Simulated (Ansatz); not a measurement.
```yaml
atoms:
  - { symbol: H, position_ang: [-0.0077, -0.0098, -1.5236] }
  - { symbol: C, position_ang: [-0.0020, -0.0888, -0.4879] }
  - { symbol: C, position_ang: [0.0160, 0.0380, 0.8306] }
```

Basis set: cc-pVDZ (spherical functions). Left uncorrelated: 2 orbitals. Charge 0, multiplicity 2.

Computed with Ansatz (development build ahead of 0.2.0); each method stands on the lowest determinant of its kind that the runs found.

(1) Give the atomization energy at this shape (free ground-state atoms in the same class of orbitals less the molecule, no zero-point energy) of doublet C2H by UHF-MP2, UHF.

Answers

(1)

```json
{"method": "UHF-MP2", "atomization energy": "215.98 kcal/mol"}
{"method": "UHF", "atomization energy": "170.78 kcal/mol"}
```

Caution: the unrestricted determinant is a mixture of spin states. Caution for UHF-MP2: bonds are stretched, where a single reference can fail.
